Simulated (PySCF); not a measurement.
SMILES F[C](F)C(F)(F)F (C2F5), doublet at its CAM-B3LYP/def2-SVP optimised geometry (Å):

```
7

F      1.2663     0.1812     1.0902
C      0.7284    -0.3122     0.0000
F      1.2648     0.1809    -1.0912
C     -0.7822    -0.3122     0.0000
F     -1.2663     0.9323     0.0000
F     -1.2309    -0.9318    -1.0828
F     -1.2332    -0.9323     1.0816
```

Level of theory: PySCF 2.14.0 with unrestricted CAM-B3LYP/def2-TZVP. Cells within 0.4 Å of a nucleus heavier than hydrogen are left out (blank, or x).

Map of the log10 of the electron density (e/bohr³), floored at −4 on the plane z = 0.0 Å:

```
|0000000000000000000000000000000|
|0000000000000000000000000000000|
|0000000000000000000000000000000|
|0000000001110000000000000000000|
|0000001122222110000000000000000|
|0000012233333221000000000000000|
|0000123444544332100000000000000|
|0001234566665443211111110000000|
|0012345677776543322222221000000|
|0012356789987654333333322110000|
|001345789xx98764444444433210000|
|00234578xxxx9765555555443321000|
|002345789xx98765566665554321000|
|0013456789998776677776654332100|
|0012345678888877778777654432100|
|00123456778xx88888xx87655432100|
|0012344567xxxx888xxx87654432100|
|00123445678xxx888xxx87654321000|
|001234456788x88888x887654321000|
|0012344567777777778876544321000|
|0012334566676666677766543210000|
|0001234556665555566655433210000|
|0001233455555444455544332100000|
|0000123344444433444443321100000|
|0000112333333322333332211000000|
|0000011222222222222221110000000|
|0000000111111111111110000000000|
|0000000000000000000000000000000|
|0000000000000000000000000000000|
|0000000000000000000000000000000|
|0000000000000000000000000000000|
```
Scale: ten equal steps from -4.00 (start of '0') to -0.048 (end of '9'), in the order '0123456789'; x runs from -3.50 to 3.50, y from -3.50 (bottom) to 3.50 (top).
